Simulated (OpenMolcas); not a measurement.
Nb2+: Racah parameters, the spin-orbit constant, worked from levels

```yaml
Program: OpenMolcas 26.06
Basis: ANO-R3 [8s6p6d3f2g1h]
Scalar_Hamiltonian: X2C, finite nucleus
Active_space: 3 electrons in 5 orbitals (4d)
State_averaging: 2S+1 = 4 even, 10 roots; 2S+1 = 2 even, 40 roots (35 in the spin-orbit step)
Spin-orbit_coupling: state interaction with AMFI integrals over the reference wave functions, term energies averaged over their components
```

Methods: CASSCF; SS-CASPT2, IPEA 0.25 Eh, imaginary shift 0.1 Eh (closed shells correlated: 4s 4p). Measured levels: the list in Shadmi, J. Res. Natl. Bur. Stand. 70A, 435 (1966).

**Racah parameters.** Above 4F, d3 has 4P at 15B, 2G at 4B + 3C and 2H at 9B + 3C. The first two fix B and C, and the third tests them; where it misses by thousands of cm-1, two parameters do not describe the configuration (Trees and configuration-interaction terms are left out) and B and C hang on the terms chosen. Term energies are centres of gravity, weighted by 2J + 1.

```
   Source     4P     2G    B     C   C/B  2H from B, C  2H found
   CASSCF  10633  11293  709  2819  3.98         14838     15028
SS-CASPT2   8533   8409  569  2045  3.59         11256     11741
 measured   7971   8413  531  2096  3.95         11067     11967
```

Energies in cm-1. From CASSCF to SS-CASPT2, B changes by -19.7 % and C by -27.5 %. Against the measured terms, SS-CASPT2 has B off by +7.2 % and C by -2.4 %.

**The spin-orbit constant.** For the Hund term 4F of d3, E(J) = (A/2) J(J+1) + constant and ζ = 2S·A = 3A. From J = 3/2 to J = 9/2 the energy changes by 10.5 A.

```tsv
Source	E(9/2) - E(3/2)	A	ζ
CASSCF	1948.1	185.5	557
SS-CASPT2	1949.3	185.6	557
measured	1939.0	184.7	554
```

All in cm-1. SS-CASPT2 is off by +0.5 % and CASSCF by +0.5 %. Both methods take the spin-orbit matrix elements from the reference wave functions, so the second can move ζ only through the term energies and any multistate remixing. Second-order mixing with other terms is absorbed into this ζ.

Term energies are means over components that CASPT2 splits; among the terms shown or strongly mixed into the levels shown the widest spread is 700 cm-1 (4d3 2H, SS-CASPT2). Some high roots are left out of the spin-orbit mixing, which shifts the levels that they would mix with. Levels of configurations with an s electron are missing; early in the row they begin among the upper levels of the d shell and mix with terms of their name. Without dynamic correlation excited terms often stand tens of per cent too high (terms of higher spin than the ground term too low), and those without a measured partner can miss by more than the paired ones (holds for CASSCF). The CASPT2 spread within a term exceeds the gap to the next term for 4d3 2P and 4d3 2H, so the order of their levels is uncertain (holds for SS-CASPT2). Measured partners are found by configuration, term and J. A level has none where our copy of the source lacks it or the pairing is in doubt (some pairs that miss far off the trend of their configuration count as doubtful), and it then counts in no deviation. Only configurations of the active space appear.
